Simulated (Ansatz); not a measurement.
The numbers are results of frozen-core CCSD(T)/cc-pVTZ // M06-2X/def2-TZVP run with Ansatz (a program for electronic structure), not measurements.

Ansatz 0.2 input:
```yaml
crystal:
  periodic: [false, false, false]
  atoms:
    - { symbol: C, position_ang: [1.466541, 0.015937, 0.205778] }
    - { symbol: Ga, position_ang: [-0.472739, -0.130838, -0.067146] }
    - { symbol: O, position_ang: [-1.649953, 1.222988, -0.184461] }
    - { symbol: O, position_ang: [-1.284997, -1.71553, -0.239948] }
    - { symbol: H, position_ang: [1.953198, 0.327912, -0.718297] }
    - { symbol: H, position_ang: [1.875139, -0.948093, 0.50205] }
    - { symbol: H, position_ang: [1.697645, 0.752619, 0.973878] }
    - { symbol: H, position_ang: [-1.308481, 2.115052, -0.103335] }
    - { symbol: H, position_ang: [-2.234238, -1.662547, -0.375586] }
basis:
  gaussian: { orbitals: cc-pVTZ }
correlation:
  method: ccsd_t
```

Output:

```
Functional definition: HF
1200 factors; integrals over basis functions are off by at most 1.0e-3 eV
mean field evaluation 1: about -57517.6514 eV, gradient 5.5e1 eV
mean field evaluation 2: about -57517.7380 eV, gradient 5.5e1 eV
mean field evaluation 4: about -57523.1569 eV, gradient 3.4e0 eV
mean field evaluation 8: about -57523.2070 eV, gradient 2.1e-1 eV
mean field evaluation 16: about -57520.8555 eV, gradient 3.8e1 eV
mean field -57523.20717931 eV, -2113.9388732093 hartree, gradient 3.6e-6 eV, S^2 0.000000; 0 other end points of the search recorded, 0 dependent functions left out
12 core orbitals not correlated
reference -57523.20717931 eV, -2113.9388732093 hartree; 17, 17 occupied and 174, 174 virtual orbitals, 1200 factors
second order -22.67593543 eV of doubles, -0.00000000 eV of singles
cycle   1  -22.38854721 eV  change    2.9e-1 eV  update   1.1e-1
cycle   2  -22.97191338 eV  change   -5.8e-1 eV  update   3.3e-2
cycle   3  -23.10290843 eV  change   -1.3e-1 eV  update   1.8e-2
cycle   4  -23.09044362 eV  change    1.2e-2 eV  update   4.6e-3
cycle   5  -23.08854508 eV  change    1.9e-3 eV  update   2.2e-3
cycle   6  -23.08967379 eV  change   -1.1e-3 eV  update   6.7e-4
cycle   7  -23.08920297 eV  change    4.7e-4 eV  update   2.3e-4
cycle   8  -23.08912130 eV  change    8.2e-5 eV  update   6.6e-5
cycle   9  -23.08915499 eV  change   -3.4e-5 eV  update   2.3e-5
perturbative correction -0.92337165 eV, -0.0339332824 hartree
Total energy: -57547.21970596 eV, -2114.8213172874 hartree
```

Cost: roughly 4 core-minutes.
